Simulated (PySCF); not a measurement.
## Static response to an electric field

Compound: C2H3F3O2Si.
Structure used (PBE0-D3(BJ)/def2-SVP), in Å, numbered top down from 1:
```
atom  x, y, z in Å
O1    -0.4569    0.2743    1.6436
C2     0.0541   -0.0409    0.5967
Si3   -0.8067    0.5561   -1.0408
O4    -2.0903    1.3958   -0.4222
C5     1.3333   -0.8943    0.6024
F6     1.1089   -2.0086   -0.0972
F7     2.3112   -0.2180   -0.0035
F8     1.7234   -1.2204    1.8180
H9    -1.2158   -0.6245   -1.8484
H10    0.1284    1.4097   -1.8216
H11   -2.0851    1.3735    0.5468
```

Level: PBE0/def2-SVPD (PySCF), static field, nuclei fixed, core orbitals frozen in the response. The polarisability tensor in these axes (au):

```
x   58.76 -5.69  1.77
y   -5.69 54.00 -1.47
z    1.77 -1.47 64.92
```

Give the principal values, the mean and the anisotropy Δα = √{½[(α1 − α2)² + (α2 − α3)² + (α1 − α3)²]}.

Principal values 50.21, 61.16 and 66.31 au; mean 59.22 au = 8.78 Å³ = 9.76 × 10⁻⁴⁰ C²·m²/J; Δα = 14.24 au (24 % of the mean).

What is the dipole moment, and where does it point?

(0.05, 0.00, -1.06) D, 1.07 D in size, pointing from the negative to the positive side. Measured along this direction, the outermost atoms are F8 and O1 at the negative end and H10 and H9 at the positive end.

What would n − 1 = 2πNα be for an ideal gas of these molecules at 400 K and 1 atm, electronic part alone?

N = p/kT = 1.8347 × 10¹⁹ cm⁻³, so n − 1 = 2π × N × 8.78 × 10⁻²⁴ cm³ = 1012 × 10⁻⁶ at long wavelengths.

What molar refraction does this α imply?

Lorentz–Lorenz: R = (4π/3)N_A α = 2.5225 cm³/(mol·Å³) × 8.78 Å³ = 22.1 cm³/mol, in the limit of long wavelengths.

Give the principal axes and the span of the nuclei along them.

Largest value along (0.43, -0.30, 0.85), where the nuclei span 4.57 Å; middle along (0.72, -0.46, -0.52), 4.20 Å; least along (0.55, 0.83, 0.02), 2.44 Å. The response follows the extents in order.

One conformer (not necessarily the lowest) at the PBE0-D3(BJ)/def2-SVP geometry, without solvent, vibrations or thermal averaging.
